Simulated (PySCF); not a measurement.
# Basis-set dependence of population analyses: `C#CC(=C=O)B(Cl)Cl`

C₄HBCl₂O.
Structure used (PBE0-D3(BJ)/def2-SVP), in Å, numbered top down from 1:
```xyz
9
C4HBCl2O angstrom
C     -1.0451   -2.6391   -0.0650
C     -0.4594   -1.5797   -0.0045
C      0.2088   -0.3238    0.0878
C      1.4614   -0.2285   -0.3909
O      2.5307   -0.1312   -0.7952
B     -0.3854    0.9533    0.6984
Cl    -2.0089    0.9444    1.3322
Cl     0.5713    2.4293    0.7667
H     -1.5667   -3.5769   -0.1212
```

PBE0 throughout (PySCF), one geometry, spherical d and f functions. Geometry: PBE0-D3(BJ)/def2-SVP; no solvent, vibrations or thermal averaging. Atoms taken as equivalent share a column and are averaged. The first 7 of 8 kinds of atom are listed.

Mulliken charges (e):

| basis | functions | C1 | C2 | C3 | C4 | O5 | B6 | Cl7/Cl8 |
| --- | --- | --- | --- | --- | --- | --- | --- | --- |
| STO-3G | 49 | -0.124 | -0.036 | -0.159 | +0.285 | -0.071 | +0.309 | -0.166 |
| 6-31G | 82 | -0.466 | +0.058 | -0.035 | +0.326 | -0.238 | +0.005 | +0.025 |
| pcSseg-0 | 82 | -0.248 | -0.067 | -0.286 | +0.459 | -0.396 | +0.602 | -0.178 |
| 6-31G* | 122 | -0.555 | +0.319 | -0.211 | +0.422 | -0.257 | +0.170 | -0.071 |
| cc-pVDZ | 125 | -0.479 | +0.494 | -0.252 | +0.216 | -0.027 | +0.203 | -0.084 |
| def2-SVP | 125 | -0.416 | +0.350 | -0.242 | +0.258 | -0.015 | +0.146 | -0.067 |
| aug-cc-pVDZ | 201 | +0.833 | -0.576 | +1.199 | -0.390 | -0.300 | +0.320 | -0.233 |
| 6-311+G(2d,p) | 238 | -0.390 | +0.496 | -0.153 | +0.038 | -0.251 | +0.515 | -0.208 |
| cc-pVTZ | 262 | -0.195 | -0.007 | -0.129 | +0.330 | -0.094 | +0.090 | -0.073 |
| def2-TZVP | 266 | -0.131 | -0.039 | -0.152 | +0.233 | -0.073 | +0.179 | -0.101 |
| IGLO-III | 308 | -0.119 | -0.149 | +0.008 | +0.345 | -0.303 | +0.246 | -0.092 |
| pcSseg-2 | 316 | -0.179 | +0.048 | -0.260 | +0.419 | -0.165 | +0.340 | -0.134 |

IAO charges (e):

| basis | functions | C1 | C2 | C3 | C4 | O5 | B6 | Cl7/Cl8 |
| --- | --- | --- | --- | --- | --- | --- | --- | --- |
| STO-3G | 49 | -0.148 | -0.033 | -0.289 | +0.352 | -0.044 | +0.051 | -0.027 |
| 6-31G | 82 | -0.208 | -0.025 | -0.300 | +0.485 | -0.185 | +0.109 | -0.042 |
| pcSseg-0 | 82 | -0.197 | -0.026 | -0.312 | +0.490 | -0.180 | +0.113 | -0.044 |
| 6-31G* | 122 | -0.210 | -0.023 | -0.330 | +0.529 | -0.208 | +0.144 | -0.053 |
| cc-pVDZ | 125 | -0.222 | -0.019 | -0.331 | +0.528 | -0.202 | +0.148 | -0.053 |
| def2-SVP | 125 | -0.217 | -0.018 | -0.334 | +0.525 | -0.203 | +0.143 | -0.047 |
| aug-cc-pVDZ | 201 | -0.231 | -0.019 | -0.330 | +0.537 | -0.212 | +0.153 | -0.054 |
| 6-311+G(2d,p) | 238 | -0.231 | -0.018 | -0.333 | +0.540 | -0.215 | +0.148 | -0.051 |
| cc-pVTZ | 262 | -0.231 | -0.018 | -0.333 | +0.541 | -0.214 | +0.154 | -0.054 |
| def2-TZVP | 266 | -0.232 | -0.018 | -0.333 | +0.541 | -0.216 | +0.151 | -0.052 |
| IGLO-III | 308 | -0.233 | -0.018 | -0.333 | +0.540 | -0.216 | +0.145 | -0.048 |
| pcSseg-2 | 316 | -0.231 | -0.018 | -0.333 | +0.541 | -0.215 | +0.150 | -0.052 |

Hirshfeld charges (e):

```csv
basis,functions,C1,C2,C3,C4,O5,B6,Cl7/Cl8
STO-3G,49,-0.088,-0.062,-0.093,+0.209,+0.008,+0.260,-0.159
6-31G,82,-0.103,-0.060,-0.107,+0.250,-0.078,+0.134,-0.071
pcSseg-0,82,-0.097,-0.066,-0.125,+0.247,-0.070,+0.118,-0.055
6-31G*,122,-0.108,-0.060,-0.106,+0.259,-0.084,+0.150,-0.078
cc-pVDZ,125,-0.109,-0.059,-0.123,+0.253,-0.073,+0.131,-0.060
def2-SVP,125,-0.109,-0.059,-0.132,+0.258,-0.084,+0.125,-0.049
aug-cc-pVDZ,201,-0.106,-0.061,-0.133,+0.253,-0.089,+0.141,-0.052
"6-311+G(2d,p)",238,-0.105,-0.063,-0.134,+0.254,-0.090,+0.135,-0.049
cc-pVTZ,262,-0.109,-0.058,-0.128,+0.258,-0.087,+0.138,-0.057
def2-TZVP,266,-0.108,-0.060,-0.130,+0.257,-0.090,+0.139,-0.053
IGLO-III,308,-0.108,-0.064,-0.136,+0.252,-0.092,+0.131,-0.042
pcSseg-2,316,-0.107,-0.061,-0.132,+0.258,-0.092,+0.141,-0.054
```

Some averages cover members that differ in this geometry, most widely: Cl7/Cl8, Mulliken in aug-cc-pVDZ -0.266 to -0.201; Cl7/Cl8, Mulliken in IGLO-III -0.114 to -0.070; Cl7/Cl8, Mulliken in def2-SVP -0.085 to -0.048; Cl7/Cl8, IAO in pcSseg-0 -0.061 to -0.026 e.

Question: Which scheme is steadiest as the basis changes?

Answer: Largest range over the bases for any column: Hirshfeld 0.14 e, IAO 0.19 e, Mulliken 1.48 e. Hirshfeld charges move least and Mulliken charges most, counted in e. Without the minimal STO-3G basis the ranges are Hirshfeld 0.04, IAO 0.06, Mulliken 1.48 e.

Question: How much do the charges still move between the two largest bases, IGLO-III and pcSseg-2?

Answer: At most, over all atoms: Mulliken 0.268 e, IAO 0.004 e, Hirshfeld 0.012 e.

Question: What do the same runs give for the total energy, the frontier levels and the dipole moment?

Answer: 
```tsv
basis	energy (Eh)	HOMO (eV)	LUMO (eV)	μ (D)
STO-3G	-1159.6898	-5.23	0.34	2.78
6-31G	-1172.7483	-7.22	-2.01	1.98
pcSseg-0	-1171.2824	-7.53	-2.22	1.96
6-31G*	-1172.8598	-7.05	-1.69	1.63
cc-pVDZ	-1172.9363	-7.11	-1.68	1.39
def2-SVP	-1172.4345	-7.16	-1.74	1.17
aug-cc-pVDZ	-1172.9509	-7.28	-1.88	1.26
6-311+G(2d,p)	-1173.0021	-7.29	-1.89	1.22
cc-pVTZ	-1173.0319	-7.24	-1.79	1.25
def2-TZVP	-1173.0270	-7.26	-1.82	1.19
IGLO-III	-1173.0207	-7.27	-1.86	1.10
pcSseg-2	-1173.0427	-7.30	-1.88	1.27
```

The dipole is fixed by the density alone, so its range of 1.68 D shows that the density itself changes with the basis, not only its division among atoms.
